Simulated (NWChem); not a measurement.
**Correlation energy of ammonium (H4N (+1))**

```xyz
5

N      0.0000     0.0000     0.0000
H      0.8428     0.0000     0.5960
H     -0.8428     0.0000     0.5960
H      0.0000     0.8428    -0.5960
H      0.0000    -0.8428    -0.5960
```
Charge +1, spin multiplicity 1.

Everything below was run with NWChem. Structure: optimised with B3LYP/def2-SVP, a minimum by its harmonic frequencies.

Basis set: def2-SVP. Each correlation energy counts from its own Hartree-Fock reference.

```csv
method,correlation energy (mHa),difference from CCSD(T)
MP2,-187.5,+21.8
SCS-MP2,-190.2,+19.1
CR-CCSD[T],-208.9,+0.4
CR-CCSD(T),-208.9,+0.5
CCSD,-205.6,+3.8
CCSD+T(CCSD),-209.4,-0.1
CCSD(T),-209.3,0.0
CCSDT,-209.6,-0.3
```

The values span 22.1 mHa, from CCSDT (lowest) to MP2 (highest). 

The correlated methods keep 1 core orbital frozen. No row is a measurement; the coupled-cluster row has its own basis-set and correlation limits.
